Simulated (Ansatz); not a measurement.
Mulliken charges of C2H5BO2 (`CC1OB1O`) from r2SCAN/def2-TZVPP in Ansatz (PBE0-D4/def2-TZVP geometry).

```
atom   x (Å)   y (Å)   z (Å)  charge (e)
  C1  -1.037  -0.884   0.320      -0.094
  C2   0.281  -0.200   0.503       0.046
  O3   1.338  -0.585  -0.521      -0.311
  B4   0.953   0.693  -0.514       0.243
  O5   1.247   1.799  -1.217      -0.298
  H6  -1.399  -0.799  -0.706       0.042
  H7  -0.973  -1.945   0.577       0.050
  H8  -1.781  -0.426   0.980       0.040
  H9   0.690  -0.279   1.509       0.060
 H10   0.763   2.575  -0.928       0.222
```

By hand: the dipole of these point charges (1 e Å = 4.8032 D).

Σ q r = (-0.414, 0.295, 0.316) e Å, of length 0.599 e Å = 2.88 D.

How does the dipole of the full density compare? (An estimate is asked.)

The calculation gave: (-0.404, 0.390, 0.271) e Å, 2.99 D; the point charges give 0.96 times that, at 10° from its direction.

Point charges leave out the atoms' own dipoles, such as those of lone pairs, and Mulliken's split depends on the basis, so the close match here is no proof of good charges.
